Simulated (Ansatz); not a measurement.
Molecule: sum formula ReO2Cl (charge 0, triplet). This is an excited triplet: at this geometry the singlet lies 0.14 eV lower at wB97M-V/def2-TZVPD. 
Structure (B3LYP-D3(BJ)/def2-TZVP (Ansatz, a program for electronic structure) minimum search):
SMILES: [O]=[Re](=[O])[Cl]
```xyz
4

Re     0.1219    -0.1618     0.1258
O      1.7175    -0.5229    -0.3562
O     -0.6495    -0.8953     1.4583
Cl    -1.0402     1.3813    -1.0734
```
Charge 0, spin multiplicity 3.

**Question.** Give the harmonic wavenumbers at B3LYP-D3(BJ)/def2-TZVP (Ansatz, finite differences of forces, unscaled).

**Answer.** 96, 149, 281, 415, 968, 1031 cm⁻¹. Zero-point energy 4.2 kcal/mol.

**Question.** From these and the geometry, give the ideal-gas thermochemistry at 298.15 K and 1 atm (rigid rotor, harmonic oscillator).

**Answer.** Point group C2v, rotational symmetry number 2. Rotational constants 6.993, 2.629, 1.911 GHz. S(trans) 42.49, S(rot) 25.24, S(vib) 8.85, S(elec, spin only) 2.18, S 78.8 cal/(mol K). H(298) - H(0) 3.75 kcal/mol; G - E(el) -15.5 kcal/mol.
